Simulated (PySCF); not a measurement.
Al(F)(Et)(NH2) (C₂H₇AlFN), SMILES C[CH2][Al]([NH2])[F]. The structure is a stationary point at B3LYP-D3(BJ)/def2-SVP. The structure was generated by enumeration; whether it is a known compound was not checked. One conformer was computed; it need not be the lowest.

Question: Give the equilibrium geometry at B3LYP-D3(BJ)/def2-SVP (PySCF confirms it by a frequency run) as Cartesian coordinates in Å, and its point group. (Estimate from the structure and the level; the computed values follow.)

Answer: Several could match; the one computed here: point group Cs.
```xyz
12

Al    -0.0745     0.5604     0.0000
F     -1.0622     1.9111     0.0000
C     -0.8438    -1.2334     0.0000
C      0.1801    -2.3806     0.0000
H     -1.5154    -1.3163    -0.8747
H     -1.5154    -1.3163     0.8747
H      0.8361    -2.3432     0.8859
H      0.8361    -2.3432    -0.8859
H     -0.3042    -3.3719     0.0000
N      1.6691     0.8559     0.0000
H      2.1113     1.7702     0.0000
H      2.3776     0.1285     0.0000
```
Charge 0, spin multiplicity 1.
